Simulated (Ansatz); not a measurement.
ClH2OSn (`[OH][SnH][Cl]`) radical, 5 atoms. Total charge 0; spin multiplicity 2. Correlated methods include outer-core shells of Sn, which these sets cover unevenly. Sn: def2 effective core potential. All runs use 2 threads of a server CPU on a shared host. Correlated methods freeze the cores. Open-shell runs search over several starts.

(1) Give the basis size and wall time and peak host memory of each of these runs in Ansatz. UHF-MP2/def2-QZVPP energy; UKS ωB97M-V/def2-SVP energy; UKS PBE0-D4/def2-TZVP relaxation (5 steps); UHF-CCSD(T)/def2-SVP energy; UKS PBE0-D4/def2-QZVPP energy; UKS r2SCANh-D4/def2-TZVPP energy; UKS r2SCAN0-D4/def2-TZVPP energy; UKS SPW92/def2-TZVPP energy; UKS BLYP-D4/def2-TZVPP energy; UKS PBE0-D4/def2-TZVP frequencies; direct RPA on PBE orbitals/def2-TZVPP energy; UKS ωB97M-V/def2-QZVPP energy. (Best estimate.)

Answers

(1) Ansatz gave: Other jobs shared the machine, so times are rough.

```
                                level                   job  functions  wall time  peak host memory (GiB)
                 UKS SPW92/def2-TZVPP                energy        151      1.6 s                    0.19
               UKS BLYP-D4/def2-TZVPP                energy        151        3 s                    0.21
            UKS r2SCANh-D4/def2-TZVPP                energy        151      6.5 s                    0.46
direct RPA on PBE orbitals/def2-TZVPP                energy        151      6.5 s                    0.41
                 UHF-CCSD(T)/def2-SVP                energy         68      6.5 s                    0.33
            UKS r2SCAN0-D4/def2-TZVPP                energy        151        7 s                    0.47
                 UKS ωB97M-V/def2-SVP                energy         68      7.5 s                    0.33
               UKS PBE0-D4/def2-QZVPP                energy        269       10 s                    0.82
                   UHF-MP2/def2-QZVPP                energy        269       15 s                     0.9
               UKS ωB97M-V/def2-QZVPP                energy        269       23 s                     1.1
                UKS PBE0-D4/def2-TZVP  relaxation (5 steps)        130       23 s                    0.35
                UKS PBE0-D4/def2-TZVP           frequencies        130       80 s                    0.34
```
